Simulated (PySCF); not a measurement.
# What a mistake does to a calculation on AlCGeH7O

These are calculations, not measurements. The program is PySCF 2.14.0, an open-source quantum chemistry code, run on an isolated molecule that a program drew, which may never have been made. The molecule is AlCGeH7O (charge 0, singlet), drawn as the SMILES string `[AlH2][O][CH2][GeH3]`.

Each row is a Hartree-Fock (HF) and frozen-core CCSD(T) single point in the cc-pV(D+d)Z basis, meant for a local HF minimum. Run 1 is clean. Each other run has one planted mistake out of seven kinds, and not every kind appears here: one electron removed, one electron added, multiplicity raised by two, geometry at a saddle point, minimal basis STO-3G, one bond length entered in bohr, all coordinates scaled. The reference is restricted for singlets and unrestricted otherwise, and also for a bond in bohr. Adding or removing an electron swaps singlet and doublet. Electrons count all cores. HOMO and LUMO are orbital energies over both spins, the gradient is its largest component, and the lowest frequency (negative if imaginary) is given only where the gradient is small. Bond lengths are over the 10 bonds as drawn. T1 is the CCSD diagnostic: over 0.02 (restricted) or 0.045 (unrestricted) a single reference is doubtful. Germanium has the cc-pVDZ-PP basis, with a core potential (ECP10MDF) in place of its 10 inner electrons, and its 3s, 3p and 3d shells are frozen in CCSD(T).

Geometry of the clean run:
```xyz
11
AlCGeH7O, angstrom
Al   -0.6050    2.0978    1.3599
O    -0.6961    0.9835    0.1003
C    -1.2165    0.8520   -1.1915
Ge    0.2430    0.4054   -2.4445
H     0.1577    1.6460    2.6560
H    -1.2720    3.5160    1.1809
H    -1.7188    1.7678   -1.5224
H    -1.9620    0.0527   -1.2077
H     1.3035    1.5145   -2.3967
H     0.8925   -0.9226   -2.0446
H    -0.2930    0.2921   -3.8803
```

```
run,electrons,basis functions,<S^2>,HOMO (eV),LUMO (eV),gradient (hartree/bohr),lowest frequency (cm^-1),mean bond (Å),longest bond (Å),T1,HF (hartree),CCSD(T) (hartree),mistake
1,66,109,0.000,-10.57,1.67,4.0e-06,45,1.4998,1.975,0.0138,-652.12056,-652.68243,no fault
2,67,109,0.766,0.82,7.37,5.0e-02,-,1.4998,1.975,0.0138,-652.07411,-652.64848,one electron added
3,66,109,2.008,-5.21,-3.22,5.9e-02,-,1.4998,1.975,0.0932,-651.90348,-652.47594,multiplicity raised by two
4,66,109,0.989,-7.13,0.88,2.4e-02,-,1.6496,3.183,0.0368,-651.98297,-652.51237,one bond length entered in bohr
5,66,109,0.000,-10.39,1.47,3.8e-02,-,1.6093,2.119,0.0160,-652.07519,-652.65181,?
6,65,109,0.768,-16.31,-7.08,9.7e-02,-,1.4998,1.975,0.0335,-651.79404,-652.33437,?
```

**Which mistake was planted in run 5, and what did it cost?**

The mean and the longest bond both change by the same factor, 1.073, and the gradient is no longer small. So the mistake is: all coordinates scaled. Subtracting run 1 and multiplying by 627.51 kcal/mol a hartree, the energy moved by 28.5 kcal/mol in HF and 19.2 kcal/mol in CCSD(T).

**Which mistake was planted in run 6, and what did it cost?**

It counts 65 electrons, one fewer than the clean run, at the same geometry and basis. So the mistake is: one electron removed. Subtracting run 1 and multiplying by 627.51 kcal/mol a hartree, the energy moved by 204.9 kcal/mol in HF and 218.4 kcal/mol in CCSD(T).

Cautions from the logs. Run 2: the HOMO is above zero, so the electron isn't bound and the energy depends on the basis; run 3: T1 is over the limit, so its CCSD(T) energy is less reliable.
